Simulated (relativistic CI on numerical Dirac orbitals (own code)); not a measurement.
**How well does a small relativistic CI reproduce Mg VII?**

Calculated at this level of theory: Dirac-Coulomb-Breit CI, separate exchange-only KLI orbitals for each configuration, model QED, valence Slater integrals scaled by 0.9, configuration energies shifted to the measured levels that pair with them (semi-empirical) (own radial code, finite nucleus).

CI space (outside the closed core 1s2): 2s2 2p2, 2s 2p3, 2p4, 2s2 2p 3s, 2s2 2p 3p, 2s2 2p 3d, 2s 2p2 3s, 2s 2p2 3p, 2s 2p2 3d, 2s2 2p 4d, 2s2 2p 5d, 2s 2p2 4d, 2p3 3s, 2p3 3p, 2p3 3d, 2s2 2p 4s, 2s2 2p 4p, 2s2 2p 4f, 2s2 3s2, 2s2 3s 3p, 2s 2p2 4s, 2s2 3p2, 2s2 3s 3d, 2s 2p2 4p, 2s2 3p 3d, 2s 2p2 4f, 2s 2p 3s2, 2s2 3d2, 2s 2p 3s 3p, 2s 2p 3p2. Levels of other configurations are missing.

```csv
Configuration,Term (tabulated),J,Measured (cm⁻¹),Computed,Error,Purity (%)
2s2 2p2,3P,0,0.0,0,0,98
2s2 2p2,3P,1,1107.0,1112,5,98
2s2 2p2,3P,2,2924.0,2913,-11,98
2s2 2p2,1D,2,40948.0,39753,-1195,98
2s2 2p2,1S,0,85153.0,78895,-6258,95
2s 2p3,5S°,2,118100.0,123325,5225,100
2s 2p3,3D°,3,232853.0,236292,3439,100
2s 2p3,3D°,2,232957.0,236403,3446,99
2s 2p3,3D°,1,233024.0,236474,3450,100
2s 2p3,3P°,1,274897.0,274644,-253,100
2s 2p3,3P°,2,274904.0,274655,-249,100
2s 2p3,3P°,0,274947.0,274698,-249,100
2s 2p3,1D°,2,354401.0,354650,249,99
2s 2p3,3S°,1,362117.0,360392,-1725,99
2s 2p3,1P°,1,397153.0,393337,-3816,99
2p4,3P,2,542316.0,542327,11,98
2p4,3P,1,544393.0,544393,0,98
2p4,3P,0,545264.0,545260,-4,98
2p4,1D,2,576280.0,577573,1293,98
2p4,1S,0,658440.0,653667,-4773,95
2s2 2p 3s,3P°,0,1047610.0,1047636,26,96
2s2 2p 3s,3P°,1,1048400.0,1048510,110,94
2s2 2p 3s,3P°,2,1050890.0,1050864,-26,96
2s2 2p 3s,1P°,1,1061030.0,1060777,-253,95
2s2 2p 3p,3P,0,1123740.0,1123822,82,90
2s2 2p 3p,3P,1,1124940.0,1124792,-148,87
2s2 2p 3p,3P,2,1125840.0,1125840,0,90
2s2 2p 3d,3F°,2,1178750.0,1179457,707,73
2s 2p2 3s,5P,2,1179960.0,1179960,0,99
2s 2p2 3s,5P,3,1181440.0,1181420,-20,99
2s2 2p 3d,3D°,1,1191750.0,1191784,34,92
2s2 2p 3d,3D°,2,1192170.0,1192170,0,86
2s2 2p 3d,3D°,3,1193050.0,1193125,75,95
2s2 2p 3d,3P°,2,1196750.0,1196189,-561,86
2s2 2p 3d,3P°,1,1197450.0,1196898,-552,92
2s2 2p 3d,3P°,0,1197850.0,1197284,-566,96
2s 2p2 3s,3P,0,1211160.0,1211214,54,93
2s2 2p 3d,1F°,3,1211810.0,1212065,255,96
2s 2p2 3s,3P,1,1212030.0,1212115,85,93
2s2 2p 3d,1P°,1,1212800.0,1211726,-1074,95
2s 2p2 3s,3P,2,1213670.0,1213721,51,93
2s 2p2 3p,3S°,1,1235310.0,1237431,2121,97
2s 2p2 3p,3D°,2,1264810.0,1264810,0,99
2s 2p2 3p,3D°,3,1266060.0,1266053,-7,99
2s 2p2 3s,3D,3,1285190.0,1284861,-329,97
2s 2p2 3s,1D,2,1305300.0,1304927,-373,98
2s 2p2 3d,5P,3,1322700.0,1321825,-875,97
2s 2p2 3d,5P,2,1323370.0,1322513,-857,97
2s 2p2 3d,5P,1,1323790.0,1322935,-855,98
2s 2p2 3d,3P,2,1324960.0,1325346,386,98
2s 2p2 3d,3P,1,1326020.0,1326425,405,98
2s 2p2 3d,3P,0,1326550.0,1326973,423,98
2s 2p2 3d,3F,2,1333170.0,1334620,1450,100
2s 2p2 3d,3F,3,1334100.0,1335545,1445,100
2s 2p2 3d,3F,4,1335320.0,1336774,1454,100
2s 2p2 3d,3D,1,1350640.0,1350638,-2,99
2s 2p2 3d,3D,2,1350930.0,1350932,2,99
2s 2p2 3d,3D,3,1351340.0,1351372,32,99
2s 2p2 3d,3D †,2,1422020.0,1421112,-908,97
2s 2p2 3d,3D †,3,1422600.0,1421187,-1413,97
2s 2p2 3d,3S,1,1437260.0,1435571,-1689,86
2s 2p2 3d,1F,3,1438340.0,1423453,-14887,97
2s2 2p 4d,3D°,2,1469540.0,1469324,-216,57
2s2 2p 4d,3D°,3,1470410.0,1470626,216,95
2s2 2p 4d,3P°,2,1472130.0,1471629,-501,62
2s2 2p 4d,1F°,3,1477420.0,1478819,1399,98
2s 2p2 4d,5P,3,1599650.0,1599615,-35,92
2s 2p2 4d,5P,2,1600240.0,1600275,35,95
```

Measured levels from NIST levels in Kelleher and Podobedova, J. Phys. Chem. Ref. Data 37, 267 (2008); pairs were made by configuration, J and term (by order where the table uses no LS term), so strongly mixed levels may be paired wrongly.

Mean error by configuration (cm⁻¹): 2s2 2p2 -1865; 2s 2p3 952; 2p4 -695; 2s2 2p 3s -36; 2s2 2p 3p -22; 2s2 2p 3d -187; 2s 2p2 3s -76; 2s 2p2 3p 705; 2s 2p2 3d -969; 2s2 2p 4d 225; 2s 2p2 4d 0. Over the excited levels the mean absolute error is 1082 cm⁻¹ (67 of the 69 excited levels that our extract of the source holds in range could be paired, and the others can miss by more), and the median relative error of those above 1,000 cm⁻¹ is 0.032 %, both after the shifts were fitted to these levels, so that a configuration with one level shows no error. † marks terms whose computed intervals miss the measured ones by more than a factor of 2.5, or configurations far off the rest, from wrong mixing, a near crossing or a doubtful label or measurement; they are left out of the means.

Configurations whose levels could be paired with our table of measured levels were shifted onto them, all but the ground configuration, by the median error of their levels; single terms can still be off by 1,000 to 2,000 cm⁻¹ or more, and rates follow the energies as ν³ (E1, M1) or ν⁵ (E2). The others borrow a shift and can be off by several thousand cm⁻¹ or more. 67 of the 69 excited levels that our extract of the measured tables holds in this range could be paired (the sources list more); they are missed by 1084 cm⁻¹ on average and 14887 at most, after the shifts were fitted to these levels, and levels without a partner can miss by more. The lowest levels of unpaired configurations miss by +6659 (2s2 2p 5d).

Shifts applied (cm⁻¹): 2s2 2p2 0; 2s 2p3 -1541; 2p4 -11741; 2s2 2p 3s -697; 2s2 2p 3p -2108; 2s2 2p 3d -2460; 2s 2p2 3s -3497; 2s 2p2 3p -4784; 2s 2p2 3d -5012; 2s2 2p 4d -15749; 2s 2p2 4d -2845.
